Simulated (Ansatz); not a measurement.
Reaction (ligand exchange at a Mg–S bond): `C[S][MgH]` + HBr → `[MgH][Br]` + CH₃SH

Gas-phase electronic energies from Ansatz, PBE0-D4/def2-TZVP geometries. CCSD(T)/CBS is the MP2 limit (def2-TZVPP, def2-QZVPP) plus CCSD(T) − MP2 in def2-TZVPP, frozen cores. This one scheme is used for every species. Functionals use def2-TZVPP. For Br, Mg outer-core shells are correlated without core-valence functions, which leaves a few kJ/mol of doubt a bond. Scalar relativity is left out up to krypton.

CCSD(T)/CBS gives -1.02 eV.

Q: Another level gave -1.05 eV. Which?
A. BLYP-D4/def2-TZVPP
B. BLYP/def2-TZVPP
C. r2SCAN/def2-TZVPP
D. BHLYP-D4/def2-TZVPP

A: C. r2SCAN -1.05, BLYP -1.00, BLYP-D4 -0.96, BHLYP-D4 -1.10 eV.

Q: What do rigid-rotor, harmonic-oscillator terms from PBE0-D4/def2-TZVP frequencies (298.15 K, 1 bar) make of the CCSD(T)/CBS value? (Best estimate.)

A: The calculation gave: ΔZPE = +0.07 eV, ΔH = -0.98 eV, ΔS = -8 J/(mol·K), ΔG = -0.96 eV.

Largest T1 diagnostic among the species: 0.009.

From PBE to PBE0 (25 % exact exchange), in def2-TZVPP and without D4, ΔE moves by −0.07 eV. In def2-TZVPP, CCSD(T) changes the Hartree–Fock value by +0.22 eV (the triples alone add +0.03 eV) and MP2 by +0.21 eV.
